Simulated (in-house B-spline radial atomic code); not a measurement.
Inner levels of lanthanum as electrons are removed. A shift is the extra binding of the orbital against the neutral atom ([Xe] 5d1 6s2). Computed with an all-electron radial atomic-structure program (B-spline basis): non-relativistic Hartree-Fock, average of the configuration, point nuclei.

This level leaves out relativity, spin-orbit splitting included, which matters for heavy ions.

```tsv
ion	configuration	shift of 4s (eV)	shift of 3d (eV)	shift of 2s (eV)	radius of 4s (bohr)	radius of 3d (bohr)	radius of 2s (bohr)	Σ<r²> (bohr²)	change of density at nucleus (bohr⁻³)
La	[Xe] 5d1 6s2	0	0	0	0.68169	0.25969	0.11409	105.67	-
La+	[Xe] 5d2	2.7609	2.7983	2.762	0.68181	0.25969	0.1141	60.948	-9.757
La2+	[Xe] 5d1	11.941	12.019	12.01	0.68175	0.25969	0.1141	48.751	-7.96
La3+	[Kr] 4d10 5s2 5p6	?	?	?	?	?	?	?	?
La4+	[Kr] 4d10 5s2 5p5	?	?	?	?	?	?	?	?
La5+	[Kr] 4d10 5s2 5p4	?	?	?	?	?	?	?	?
La6+	[Kr] 4d10 5s2 5p3	67.617	69.06	69.57	0.68044	0.25962	0.11409	27.143	14.122
La7+	[Kr] 4d10 5s2 5p2	84.015	86.07	86.799	0.67989	0.25958	0.11409	23.582	21.507
La8+	[Kr] 4d10 5s2 5p1	101.05	103.82	104.8	0.67927	0.25954	0.11409	20.312	29.357
La9+	[Kr] 4d10 5s2	118.69	122.28	123.56	0.67857	0.25949	0.11408	17.292	37.663
La10+	[Kr] 4d10 5s1	137.37	142.24	143.68	0.679	0.25944	0.11408	14.752	-21.451
La11+	[Kr] 4d10	156.56	162.84	164.47	0.67846	0.25938	0.11409	12.374	-86.666
La12+	[Kr] 4d9	185.75	197.14	200.2	0.67356	0.25952	0.11408	11.472	-72.38
La13+	[Kr] 4d8	215.6	232.53	237.19	0.66863	0.25929	0.11407	10.624	-57.17
La14+	[Kr] 4d7	246.09	268.98	275.42	0.66369	0.25904	0.11406	9.8241	-41.042
La15+	[Kr] 4d6	277.23	306.47	314.87	0.65876	0.25875	0.11405	9.0684	-24.003
La16+	[Kr] 4d5	308.98	345	355.52	0.65384	0.25844	0.11404	8.3529	-6.055
La17+	[Kr] 4d4	341.34	384.55	397.38	0.64895	0.25811	0.11403	7.6742	12.795
La18+	[Kr] 4d3	374.3	425.1	440.42	0.64408	0.25774	0.11402	7.0295	32.548
La19+	[Kr] 4d2	407.85	466.64	484.64	0.63924	0.25736	0.114	6.4162	53.196
La20+	[Kr] 4d1	441.98	509.16	530.04	0.63444	0.25694	0.11399	5.832	74.743
```

Q: Fill in the row of La3+.

A: shift of 4s (eV): 22.617; shift of 3d (eV): 22.8; shift of 2s (eV): 22.85; radius of 4s (bohr): 0.68161; radius of 3d (bohr): 0.25969; radius of 2s (bohr): 0.1141; Σ<r²> (bohr²): 40.203; change of density at nucleus (bohr⁻³): -5.199.

Q: Fill in the row of La4+.

A: shift of 4s (eV): 36.872; shift of 3d (eV): 37.384; shift of 2s (eV): 37.556; radius of 4s (bohr): 0.68129; radius of 3d (bohr): 0.25967; radius of 2s (bohr): 0.11409; Σ<r²> (bohr²): 35.369; change of density at nucleus (bohr⁻³): 0.758.

Q: Fill in the row of La5+.

A: shift of 4s (eV): 51.889; shift of 3d (eV): 52.819; shift of 2s (eV): 53.143; radius of 4s (bohr): 0.6809; radius of 3d (bohr): 0.25964; radius of 2s (bohr): 0.11409; Σ<r²> (bohr²): 31.049; change of density at nucleus (bohr⁻³): 7.204.
